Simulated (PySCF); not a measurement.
## Electronic structure of Xe+ (xenon, charge +1) at the UHF level

Configuration: [Kr] 4d10 5s2 5p5, 2P determinant. All numbers are calculated (PySCF 2.14, scalar relativity through the core potential, in cc-pVDZ-PP with ECP28MDF).

```json
{"Total energy": "-327.864945 hartree", "One-electron energy": "-562.1498 hartree", "Hartree (Coulomb) energy": "256.6664 hartree", "Exchange energy": "-22.3816 hartree", "⟨S²⟩": "0.7554", "⟨L²⟩": "2.017", "Sum of ⟨r⟩": "29.68 bohr", "Sum of ⟨r²⟩": "49.69 bohr²", "Traceless quadrupole moment −½Σ⟨3z² − r²⟩ along its main axis": "2.33 e·bohr²", "Time after the integrals": "0.11 s of wall time on 1 thread of Neoverse-N1 (shared host)"}
```

| shell | electrons | mean orbital energy (eV) | spread (eV) | rms radius, mean of both spins (bohr) |
| --- | --- | --- | --- | --- |
| 4s α | 1 | -238.86 | 0 | 0.767 |
| 4s β | 1 | -238.57 | 0 | 0.767 |
| 4p α | 3 | -177.17 | 0.836 | 0.820 |
| 4p β | 3 | -176.88 | 0.181 | 0.820 |
| 4d α | 5 | -82.728 | 0.873 | 0.934 |
| 4d β | 5 | -82.508 | 0.515 | 0.934 |
| 5s α | 1 | -37.799 | 0 | 1.98 |
| 5s β | 1 | -35.070 | 0 | 1.98 |
| 5p α | 3 | -22.032 | 1.733 | 2.36 |
| 5p β | 2 | -20.854 | 0 | 2.36 |

Energies and moments cover only the electrons outside the core potential.
